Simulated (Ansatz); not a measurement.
Mulliken charges of C2H3NTe (`NC1=C[Te]1`) from B3LYP/def2-TZVPP in Ansatz (PBE0-D4/def2-TZVP geometry).

```csv
atom,x (Å),y (Å),z (Å),charge (e)
N1,-0.430,1.167,0.110,-0.271
C2,-0.002,-0.085,-0.137,0.066
C3,0.820,-1.040,0.103,-0.305
Te4,-0.441,-1.613,-1.583,-0.011
H5,-1.361,1.393,-0.193,0.180
H6,-0.162,1.571,0.996,0.164
H7,1.637,-1.462,0.658,0.178
```

Task: By hand: the dipole of these point charges (1 e Å = 4.8032 D).

Result: Σ q r = (-0.109, 0.261, 0.193) e Å, of length 0.342 e Å = 1.64 D.

Task: How does the dipole of the full density compare? (Best estimate.)

Result: Ansatz gave: (-0.073, 0.450, 0.456) e Å, 3.10 D; the point charges give 0.53 times that, at 15° from its direction.

Point charges leave out the atoms' own dipoles, such as those of lone pairs, and Mulliken's split depends on the basis, so the two needn't agree.

B3LYP here is the variant with VWN-RPA as its local correlation; programs differ in this.
